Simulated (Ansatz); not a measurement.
Stretching the Al1–H2 bond in AlH3Se (SMILES [AlH2][SeH]) (multiplicity 1 held, fragments rigid). Energies count from the point at 1.573 Å.
Geometry at that point (charge 0, multiplicity 1):
```xyz
5

Al     0.3641     0.0275    -1.5573
H     -0.6985    -0.5698    -2.5521
H      1.7454     0.6424    -1.9937
Se    -0.2012    -0.0305     0.6966
H      1.0606     0.6067     1.1072
```

Restricted levels (R-, RO-) in cc, def2 and unpolarised 6-31G sets keep to the state of the molecule at rest. U- levels take the lowest unrestricted solution at each point, which mixes spins at long bonds. Active spaces are followed from a long bond inwards. Curves can end on different states.

Frozen-core correlation. Filled d and f shells under p-block atoms count as core.

Run with Ansatz (Gaussian basis) for Hartree–Fock, density functionals and correlated methods. Each number belongs to the level named beside it.

**Question.** Estimate the energy at R = 5.035 Å that FIC-MRCISD+Q on CASSCF(2,2)/def2-SVP returns for this input.

**Answer.** 84.7 kcal/mol

**Question.** What is the computed energy at R = 5.035 Å (U-HF/def2-SVP)?

**Answer.** 68.6 kcal/mol

**Question.** What is the computed energy at R = 5.035 Å (R-SCS-MP2/def2-SVP)?

**Answer.** 108.4 kcal/mol

Doubts at one or more of the structures used: a spin-contaminated determinant (U-HF/def2-SVP); a restricted determinant that unrestricted orbitals would lower (R-SCS-MP2/def2-SVP).

Ansatz is a quantum-chemistry and plane-wave program.
